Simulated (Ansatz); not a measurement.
Saddle point of MgSiH₅ClO, closed shell (SiH₄O ([OH][SiH3]) + MgHCl ([MgH][Cl]) → MgSiH₃ClO ([SiH3][O][Mg][Cl]) + H₂; bonds formed: H2–H4; dative contacts that become bonds: Mg1–O5; bonds broken: Mg1–H2, H4–O5), PBE0-D4/def2-TZVP structure:

```json
{"atom": "Mg1", "x (Å)": "-0.8798", "y (Å)": "-0.8109", "z (Å)": "-1.5968"}
{"atom": "H2", "x (Å)": "0.9372", "y (Å)": "-0.8050", "z (Å)": "-1.9240"}
{"atom": "Cl3", "x (Å)": "-2.8744", "y (Å)": "-1.3091", "z (Å)": "-2.3345"}
{"atom": "H4", "x (Å)": "0.7918", "y (Å)": "-0.3513", "z (Å)": "-0.8959"}
{"atom": "O5", "x (Å)": "0.0455", "y (Å)": "-0.0392", "z (Å)": "-0.0655"}
{"atom": "Si6", "x (Å)": "0.4173", "y (Å)": "0.6721", "z (Å)": "1.3836"}
{"atom": "H7", "x (Å)": "1.0720", "y (Å)": "1.9831", "z (Å)": "1.1467"}
{"atom": "H8", "x (Å)": "1.3366", "y (Å)": "-0.2049", "z (Å)": "2.1510"}
{"atom": "H9", "x (Å)": "-0.8460", "y (Å)": "0.8652", "z (Å)": "2.1354"}
```

Energies are electronic, without zero-point energy. Barriers and step energies count from the start structure reached by relaxing down the imaginary mode; all methods use the PBE0-D4 structures, on which another method's saddle can fall below an end. Program: Ansatz 0.2.0. Basis: def2-TZVPP, with def2-QZVPP for the basis limit. Cores are frozen in the correlated methods. The outer core shell of Li, Na, Mg and K is correlated. The def2 sets are not built for correlating such inner shells, so the correlated values are less sure here. B3LYP uses VWN-RPA correlation. Extrapolation: Hartree–Fock as exp(−7.88 √X), correlation as X^−2.97.

| method | barrier (eV) | step energy (eV) |
| --- | --- | --- |
| SPW92 | 0.149 | -0.357 |
| PBE-D4 | 0.241 | -0.514 |
| BLYP-D4 | ? | -0.578 |
| r2SCAN-D4 | 0.254 | -0.601 |
| B97M-V | 0.461 | -0.370 |
| PBE0-D4 | 0.348 | -0.486 |
| B3LYP-D4 | 0.376 | -0.547 |
| r2SCAN0-D4 | 0.352 | -0.554 |
| BHLYP-D4 | 0.517 | -0.499 |
| CAM-B3LYP-D4 | 0.397 | -0.520 |
| wB97X-V | ? | -0.511 |
| wB97M-V | 0.465 | -0.489 |
| B2PLYP | 0.346 | -0.634 |
| PBE-QIDH | 0.380 | -0.562 |
| RPA on PBE | ? | -0.548 |
| HF | 0.732 | -0.526 |
| MP2 | 0.349 | -0.673 |
| CCSD | 0.478 | -0.560 |
| CCSD(T) | 0.424 | -0.571 |

Fill in the withheld barriers. (To be estimated.)

By the calculation: RPA on PBE 0.421; wB97X-V 0.444; BLYP-D4 0.298 eV. Each is the energy of the saddle less that of the start structure, by the same method.

For comparison, the barrier by CCSD(T) at an estimated basis limit (MP2 extrapolated from triple and quadruple zeta, plus CCSD(T) − MP2 in triple zeta) is 0.378 eV.

T1 diagnostic: at most 0.011.

Labels in which every atom is bracketed show which atoms are joined, not bond orders.

For scale, one of the runs: CCSD(T)/def2-TZVPP, 217 basis functions, launched by `ansatz run in.yaml --threads 4 --pin off --events-out ev --progress --plain --max-ram 9574MiB`. Hardware: 4 CPU threads of an Arm Neoverse V1, shared host. Wall time 86 s; peak host memory 3.3 GiB.
